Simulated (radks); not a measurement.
Problem. Isoelectronic series with 7 electrons, each ion in its NIST ground configuration. Method: scalar-relativistic Kohn-Sham, PBE, spin-unpolarised, spherical densities, finite nucleus; Fermi nuclear charge, rms radius of each element as measured or else 0.836 A^(1/3) + 0.57 fm; computed with a radial shooting solver on a logarithmic mesh with Libxc functionals. Total energies (hartree) and mean radii <r> (bohr):

ion,configuration,E (hartree),2p,2s
N,[He] 2s2 2p3,-54.45303,1.484,1.320
O+,[He] 2s2 2p3,-74.39801,1.110,1.084
F2+,[He] 2s2 2p3,-97.62117,0.8963,0.9180
Ne3+,[He] 2s2 2p3,-124.11939,0.7545,0.7954
Mg5+,[He] 2s2 2p3,-186.94718,0.5754,0.6275
Al6+,[He] 2s2 2p3,-223.28393,0.5148,0.5675
Si7+,[He] 2s2 2p3,-262.90907,0.4658,0.5180
P8+,[He] 2s2 2p3,-305.82841,0.4255,0.4764
S9+,[He] 2s2 2p3,-352.04843,0.3916,0.4409
Cl10+,[He] 2s2 2p3,-401.57622,0.3628,0.4103
Ar11+,[He] 2s2 2p3,-454.41948,0.3379,0.3836
K12+,[He] 2s2 2p3,-510.58651,0.3162,0.3602
Ca13+,[He] 2s2 2p3,-570.08610,0.2971,0.3394
Sc14+,[He] 2s2 2p3,-632.92767,0.2802,0.3209
Ti15+,[He] 2s2 2p3,-699.12124,0.2651,0.3042
V16+,[He] 2s2 2p3,-768.67742,0.2515,0.2892
Cr17+,[He] 2s2 2p3,-841.60727,0.2393,0.2756
Fe19+,[He] 2s2 2p3,-997.63567,0.2180,0.2517
Co20+,[He] 2s2 2p3,-1080.75950,0.2087,0.2412
Ni21+,[He] 2s2 2p3,-1167.30781,0.2002,0.2316
Cu22+,[He] 2s2 2p3,-1257.29424,0.1923,0.2226
Zn23+,[He] 2s2 2p3,-1350.73416,0.1850,0.2143

Estimate the row of Mn18+ ([He] 2s2 2p3).

Solution. E (hartree) -917.92255; 2p 0.2282; 2s 0.2631.
